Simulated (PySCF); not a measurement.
This PySCF input asks for the NMR shieldings of SMILES [SiH3][SiH2][SiH]([SiH3])[SiH3], H12Si5; the geometry comes from PBE0-D3(BJ)/def2-TZVP.

```python
import basis_set_exchange as bse
import numpy as np
from pyscf import gto, dft
from pyscf.prop import nmr

atoms = """
Si   -2.899581   -1.039754    0.016512
Si   -0.628118   -1.474397    0.359379
Si    0.693455    0.183808   -0.624156
Si    2.950140   -0.220266   -0.173667
Si    0.071622    2.263275    0.244082
H    -3.252401    0.269784    0.627755
H    -3.188291   -0.975920   -1.441433
H    -3.749364   -2.097596    0.626934
H    -0.345770   -1.491532    1.822926
H    -0.273599   -2.810664   -0.197429
H     0.465169    0.180496   -2.099019
H     3.355303   -1.562086   -0.672279
H     3.813898    0.809054   -0.812904
H     3.164059   -0.173534    1.297962
H     0.936153    3.345514   -0.298978
H    -1.345261    2.569814   -0.090461
H     0.215095    2.236367    1.724783
"""
names = dict.fromkeys(["Si", "H"], "pcSseg-2")
basis = {el: gto.basis.parse(bse.get_basis(n, elements=[el], fmt="nwchem")) for el, n in names.items()}
mol = gto.M(atom=atoms, basis=basis, charge=0, verbose=0)
mf = dft.RKS(mol, xc="PBE0")
mf.grids.level = 2
mf.grids.alignment = dft.numint.BLKSIZE   # the property module wants whole blocks of grid points
mf.conv_tol = 1e-9
mf.kernel()

calc = nmr.RKS(mf)   # GIAO
C = mf.mo_coeff
Co = C[:, mf.mo_occ > 0]
resp = mf.gen_response(singlet=True, hermi=2)
def vind(x):   # induced exchange potential for any number of trial vectors
    d = np.einsum("pi,xij,qj->xpq", C, 2 * x.reshape(-1, C.shape[1], Co.shape[1]), Co, optimize=True)
    return np.einsum("xpq,pi,qj->xij", resp(d - d.transpose(0, 2, 1)), C, Co, optimize=True).ravel()
mo1, _ = nmr.rhf.solve_mo1(calc, with_cphf=vind)
sigma = calc.kernel(mo1)
for i, s in enumerate(sigma):   # ppm
    print("%2d %-2s %9.2f" % (i, mol.atom_pure_symbol(i), np.trace(s) / 3))
```

Problem. Give the expected output.

Solution. 
```
 0 Si    450.81
 1 Si    458.36
 2 Si    480.15
 3 Si    445.21
 4 Si    448.26
 5 H      27.66
 6 H      27.75
 7 H      27.60
 8 H      27.85
 9 H      27.67
10 H      28.11
11 H      27.55
12 H      27.54
13 H      27.74
14 H      27.62
15 H      27.51
16 H      27.79
```

These numbers come from an equivalent density-fitted implementation of the same equations, which agrees with the script to about 0.01 ppm for H and up to a few tenths of a ppm for heavy atoms, so last digits may differ.

Problem. Turn these shieldings into chemical shifts. δ = σ(ref) − σ, references computed at the same level: 29Si (σref 342.20), 1H (σref 31.52) against TMS.

Solution. Averaging equivalent atoms: Si 3/4: -104.5; Si 0: -108.6; Si 1: -116.2; Si 2: -138.0; H 11/12/13/14/15/16: 3.90; H 5/6/7: 3.86; H 8/9: 3.77; H 10: 3.41 ppm. 

Size and cost of the density-fitted run: 383 basis functions; peak memory 2.4 GiB.
